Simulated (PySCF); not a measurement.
BH₂O (calculated)

Calculation on a computer-drawn molecule: vertical ionisation energy to the stated ion spin, frozen-core CCSD(T) at the basis limit and cheaper methods, single-reference cases, UHF for radicals, no spin-orbit; all values are single points at the evaluated structure, the first of each entry, which is the reference or a displaced copy of it and isn't optimised; the reference structure only sets the zero of the energies above reference; triples share is (T) over the correlation energy. Program: PySCF 2.14.0.

### BH₂O

Evaluated structure:
```xyz
4
BH2O
B      1.0750    -2.9487     2.2444
O      0.7505    -3.5373     1.2216
H      1.4284    -2.3801     3.2173
H     -0.0941    -4.0062     0.2898
```

Reference structure:
```xyz
4
BH2O
B      1.0865    -2.9213     2.2928
O      0.7580    -3.5229     1.2878
H      1.4482    -2.3645     3.2566
H      0.1863    -3.8043     0.5752
```

```
charge            : 1
multiplicity      : 1
ion multiplicity  : 2
diffuse functions : no
basis             : cc-pVnZ
reference is      : the Hartree-Fock double-zeta minimum
best is           : HF at quadruple zeta + MP2 correlation extrapolated from triple and quadruple zeta + CCSD(T) minus MP2 at triple zeta
basis step is     : the size of the change from the same recipe one zeta lower
```

Drawn bonds:
```csv
atom,other atom,order
1,2,1
1,3,1
2,4,1
```

**Q.** Estimate the ion T1 diagnostic at triple zeta of BH₂O.
**A.** 0.012

**Q.** Estimate the D1 diagnostic at triple zeta of BH₂O.
**A.** 0.03628

Further results for BH₂O:

```
ionisation energy best                    : 22.29 eV
ionisation energy basis step              : 0.02355 eV
energy above reference best               : 38.14 kcal/mol
energy above reference basis step         : 0.3631 kcal/mol
ionisation energy Koopmans at triple zeta : 23.07 eV
ionisation energy EOM CCSD at triple zeta : 22.02 eV
total energy HF triple zeta               : -100.4168 hartree
total energy CCSD(T) triple zeta          : -100.7601 hartree
total energy best                         : -100.8090 hartree
T1 diagnostic at triple zeta              : 0.01777
ion D1 diagnostic at triple zeta          : 0.02585
ion spin squared at triple zeta           : 0.7583
triples share at triple zeta              : 0.0381
basis functions triple zeta               : 88
```

Triple zeta:
```csv
method,ionisation energy (eV),energy above reference (kcal/mol)
HF,20.1,45.33
PBE,22.25,33.92
r2SCAN,22.15,36.97
B3LYP,22.27,36.58
wB97X,22.11,38.26
MP2,22.36,37.25
CCSD,21.97,39.16
CCSD(T),22.14,38.02
```
